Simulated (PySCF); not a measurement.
**Frontier levels across methods**

C3H6B2O2.
Atom-mapped SMILES: `[BH2:1][O:2][C@H:3]1[BH:4][O:5][CH:6]=[CH:7]1` (hydrogens: H8, H9 on B1; H10 on C3; H11 on B4; H12 on C6; H13 on C7)

Geometry (PBE0-D3(BJ)/def2-SVP, Å), atoms numbered from 1 in this order:
```xyz
13
C3H6B2O2 angstrom
B      2.243    0.747   -0.836
O      0.905    0.747   -0.763
C      0.177   -0.049    0.150
B     -0.788    0.746    1.147
O     -2.029    0.186    1.078
C     -2.005   -0.809    0.112
C     -0.824   -0.974   -0.486
H      2.892    0.025   -0.103
H      2.745    1.484   -1.651
H      0.883   -0.649    0.766
H     -0.564    1.658    1.897
H     -2.948   -1.335   -0.034
H     -0.608   -1.702   -1.269
```

Basis pcSseg-1 throughout (PySCF), one geometry. The structure is a single PBE0-D3(BJ)/def2-SVP conformer in the gas phase; no vibrational or solvent corrections.

**Question.** How do the orbital energies, the gap and the dipole change with the method?

**Answer.** 
| method | kind | HOMO (eV) | LUMO (eV) | gap (eV) | μ (D) | SCF cycles |
| --- | --- | --- | --- | --- | --- | --- |
| B97-D | GGA | -6.25 | -2.09 | 4.16 | 1.85 | 16 |
| KT3 | GGA | -6.30 | -2.19 | 4.11 | 1.79 | 17 |
| PBE | GGA | -6.33 | -2.28 | 4.05 | 1.90 | 16 |
| PBE0 | global hybrid | -7.45 | -1.22 | 6.24 | 1.83 | 14 |
| mPW1PW91 | global hybrid | -7.48 | -1.22 | 6.26 | 1.82 | 14 |
| BHandHLYP | global hybrid | -8.42 | -0.04 | 8.37 | 1.79 | 13 |
| wB97X-D | range-separated hybrid | -9.30 | 0.69 | 10.00 | 1.80 | 14 |
| LC-wPBE | range-separated hybrid | -10.18 | 1.16 | 11.35 | 1.86 | 14 |

The HOMO spans 3.93 eV, from B97-D down to LC-wPBE, and the gap runs from 4.05 eV (PBE) to 11.35 eV (LC-wPBE). Over the methods B97-D (0 %), KT3 (0 %), PBE (0 %), PBE0 (25 %), mPW1PW91 (25 %), BHandHLYP (50 %), a straight line through the gap against the share of exact exchange rises by 0.85 eV for each 10 % (correlation coefficient 1.000). The dipole ranges from 1.79 D (BHandHLYP) to 1.90 D (PBE). This basis has no diffuse functions.
